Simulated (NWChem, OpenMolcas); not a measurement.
# WO3 (tungsten trioxide): methods side by side

WO3 has 4 atoms, charge 0, and is taken as a singlet. SMILES: `[O]=[W](=[O])=[O]`. Geometry: relaxed at PBE0-D4/def2-TZVP.

```xyz
4

O    -0.2375    0.2652    1.5550
W    -0.3664   -0.2837   -0.0652
O     1.0717   -1.1433   -0.4339
O    -0.4122    1.1015   -1.0763
```

Quantity: the energy change with the W2–O3 bond stretched from 1.716 to 2.230 Å, in eV. The values are calculated.

| level | kind | program | value (eV) | CPU time (all runs) |
| --- | --- | --- | --- | --- |
| BLYP/def2-SVPD (core potential) (restricted) | GGA | OpenMolcas | 2.23 | 94 s |
| M06-L/def2-SVPD (core potential) (restricted) | meta-GGA | OpenMolcas | 2.71 | 2.1 min |
| TPSS/def2-SVPD (core potential) (restricted) | meta-GGA | OpenMolcas | ? | 2.1 min |
| r2SCAN/def2-SVPD (core potential) (restricted) | meta-GGA | OpenMolcas | ? | 1.8 min |
| BHLYP/def2-SVPD (core potential) (restricted) | global hybrid | OpenMolcas | 3.32 | 83 s |
| B2PLYP/def2-SVPD (core potential) (restricted) | double hybrid | OpenMolcas | 2.28 | 75 s |
| MP2/def2-SVPD (core potential) (restricted) | perturbation theory | OpenMolcas | 2.59 | 34 s |
| CCSD(T)/def2-SVPD (core potential) (restricted) | coupled cluster or CI | NWChem | 2.20 | 22 min |

Problem. Estimate the missing values from the other rows.

Solution. As computed at these levels: TPSS/def2-SVPD (core potential) (restricted): 2.51 eV; r2SCAN/def2-SVPD (core potential) (restricted): 2.79 eV. CCSD(T)/def2-SVPD (core potential) (restricted) is the highest level here, not the true value. The first shape isn't each level's own minimum. The values span 2.20 to 3.32 eV. CPU times are rough (shared hosts, several kinds of processor): they show what a rung costs within a factor of a few.
